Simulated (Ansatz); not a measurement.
Si(tBu)Cl3 (C4H9Cl3Si), relaxed as a singlet with RKS PBE-D4/def2-SVP in Ansatz, starting from the GFN2-xTB geometry. Force threshold 0.02 eV/Å.

Start:

```xyz
17

C     0.101    0.078   -0.025
C     1.416   -0.698    0.124
C     0.112    1.255    0.959
C     0.017    0.630   -1.452
Cl   -3.129   -0.019    0.288
Cl   -1.213   -1.926    2.165
Cl   -1.507   -2.550   -1.052
Si   -1.403   -1.078    0.335
H     2.258   -0.042   -0.088
H     1.530   -1.082    1.135
H     1.454   -1.537   -0.568
H     0.183    0.905    1.986
H    -0.791    1.853    0.860
H     0.968    1.896    0.757
H    -0.897    1.202   -1.596
H     0.038   -0.174   -2.184
H     0.863    1.288   -1.644
```

(1) Estimate the energy that the relaxation releases and the steps that it takes.

(2) Does the start keep its bonding and symmetry?

(3) Predict the relaxed structure.

Results:

(1) 4.3 kcal/mol, in 6 steps; 14 s on 4 threads of Arm Neoverse V2 on a shared host. The force fell under the threshold at step 5, but the optimiser went on. No frequencies were taken in this run, so the end may be a saddle point.

(2) By distances, no bond broke or formed. The bond that changes most is Cl5–Si8, from 2.03 to 2.08 Å (atoms count from 1). Point group C3 at the start, C3v at the end, both within 0.05 Å.

(3) 
```csv
atom,x (Å),y (Å),z (Å)
C1,0.1278,0.0982,-0.0306
C2,1.4197,-0.7308,0.1083
C3,0.1091,1.2495,0.9939
C4,-0.0142,0.6455,-1.4644
Cl5,-3.1410,0.0017,0.1617
Cl6,-1.2383,-1.8269,2.2408
Cl7,-1.4066,-2.6223,-1.0189
Si8,-1.3526,-1.0397,0.3234
H9,2.3012,-0.0863,-0.0967
H10,1.5335,-1.1454,1.1304
H11,1.4443,-1.5762,-0.6087
H12,0.1925,0.8750,2.0342
H13,-0.8200,1.8501,0.9197
H14,0.9684,1.9291,0.8081
H15,-0.9477,1.2305,-1.5903
H16,-0.0167,-0.1691,-2.2166
H17,0.8406,1.3172,-1.6943
```
Bond lengths: 3 × C–C 1.54 Å; 3 × Cl–Si 2.08 Å; 1 × C–Si 1.90 Å; 9 × C–H 1.11 Å.
